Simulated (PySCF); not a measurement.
Computed shifts of a molecule CH₅ClGeO₂, PBE/pcSseg-1 in PySCF, GIAO, gas phase, atoms alike by connectivity averaged where their shifts nearly agree, in ppm (number of nuclei): ¹³C: 7.1 (1). ¹H: 2.17 (1), 1.90 (1), 1.20 (3). References: ¹³C against TMS (σ = 182.0 ppm); ⁷³Ge against GeH4 (σ = 1614.4 ppm); ¹⁷O against H2O (σ = 334.3 ppm); ³⁵Cl against HCl (σ = 936.5 ppm); ¹H against TMS (σ = 31.49 ppm), references at their B3LYP-D3(BJ)/def2-TZVP geometries, non-relativistic (without spin–orbit terms, shifts of atoms bonded to Cl or Br come out too high). Geometry optimised at B3LYP-D3(BJ)/def2-SVP. Other conformers were not sampled.

Task: Which structure fits?
(A) C[O][Ge@H]([OH])[Cl]
(B) [CH3][Ge]([OH])([OH])[Cl]
(C) O[CH2][Ge@@H]([OH])[Cl]

Result: B, [CH3][Ge]([OH])([OH])[Cl]
